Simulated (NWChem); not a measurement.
Species: C₂H₆AlCl; SMILES [CH3][Al]([CH3])[Cl]

```xyz
10

Al     0.0000     0.0000    -0.4129
C     -0.0008     1.7577    -1.2769
H     -0.1029     1.6893    -2.3662
H      0.9315     2.2972    -1.0629
H     -0.8173     2.3854    -0.8983
C      0.0008    -1.7577    -1.2769
H     -0.9315    -2.2972    -1.0629
H      0.8173    -2.3854    -0.8983
H      0.1029    -1.6893    -2.3662
Cl     0.0000     0.0000     1.7262
```
Atoms are numbered in this order, from 1.

All runs: NWChem. The geometry was optimised at B3LYP/6-31G* (spherical d).

Question: What does the run give for LC-wPBE (HJS exchange hole, range parameter 0.4 per bohr)/def2-SVP? Quantities: highest occupied level (eV); orbital gap (eV); dipole (D).

Answer: 
```
Quantity                     Result
---------------------------  ------
highest occupied level (eV)  -10.63
orbital gap (eV)              12.05
dipole (D)                     2.23
```
